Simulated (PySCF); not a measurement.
C2H7NSn, singlet, geometry from GFN2-xTB (such geometries of metal compounds can be far from the true shape) (all electrons, no relativity), with bond 9-5 at 1.4 times its length.

The PySCF input:
```python
from pyscf import gto, scf, mcscf
import numpy

mol = gto.Mole()
mol.atom = '''
    Sn   -0.69995400    0.17522144    0.50620844
    H    -1.47239860    1.15721175   -0.79714178
    N     0.92315815   -0.23674151   -0.65430261
    C     1.99762173   -1.05422795   -0.13628530
    C     1.21483476    0.17350425   -2.00625436
    H     2.13360232   -1.95092514   -0.74973664
    H     2.94157376   -0.49940191   -0.13496054
    H     1.78024052   -1.36644820    0.88657938
    H     2.51409304    0.98441345   -2.05675967
    H     1.33513059   -0.69839277   -2.65693401
    H     0.39982917    0.78569193   -2.38054248
'''
mol.basis = 'sto-3g'
mol.verbose = 3
mol.build()

mf = scf.RHF(mol)
mf.kernel()
mc = mcscf.CASSCF(mf, 4, 6)
mc.fix_spin_(ss=0.0)
mc.kernel()
occ = numpy.linalg.eigvalsh(mc.fcisolver.make_rdm1(mc.ci, mc.ncas, mc.nelecas))[::-1]
ss = mc.fcisolver.spin_square(mc.ci, mc.ncas, mc.nelecas)[0]
print('natural occupations', occ.round(4), ' <S^2>', round(ss, 4))
```

Question: Predict the natural occupations of the active orbitals from CASSCF(6,4)/STO-3G (PySCF).

Answer: 2.00, 1.99, 1.96, 0.05

Question: Predict the total energy from CASSCF(6,4)/STO-3G.

Answer: -12191.643671 Ry

Question: What is the computed nuclear repulsion energy (CASSCF(6,4)/STO-3G)?

Answer: 332.3158 Eh

Question: What SCF-reference HOMO-LUMO gap does CASSCF(6,4)/STO-3G give?

Answer: 10.25 eV

Question: What SCF-reference Mulliken (on the basis functions themselves) charges in atom order does CASSCF(6,4)/STO-3G give?

Answer: Sn1 0.62, H2 -0.24, N3 -0.47, C4 -0.09, C5 -0.02, H6 0.05, H7 0.05, H8 0.05, H9 -0.04, H10 0.05, H11 0.05
